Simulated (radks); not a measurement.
These are the eigenvalues of the occupied orbitals of an atom or ion with whole-number occupations (hartree). Calculated with a radial shooting solver on a logarithmic mesh with Libxc functionals: scalar-relativistic Kohn-Sham, r2SCAN, spin-unpolarised, spherical densities, finite nucleus; meta-GGA in the generalised Kohn-Sham scheme; Fermi nuclear charge, rms radius of each element as measured or else 0.836 A^(1/3) + 0.57 fm.

orbital  eigenvalue
1s        -693.9017
2s        -98.49324
2p        -87.97845
3s        -17.58786
3p        -14.11558
3d         -8.45901
4s         -3.32947
4p         -2.40976
4d         -1.11022

Which element is it, and in what charge state? The configuration may be excited.

Answer. Z = 41, niobium, charge +3: Nb3+ in [Kr] 4d2. The list shows which subshells hold electrons but not how many an open one holds; the 1s level, -693.9 hartree, gives Z - s = 37.3 by -(Z - s)^2/2, which with screening and relativity narrows Z to a few neighbours, and the depths of the outer levels then fix element, charge and occupations together.
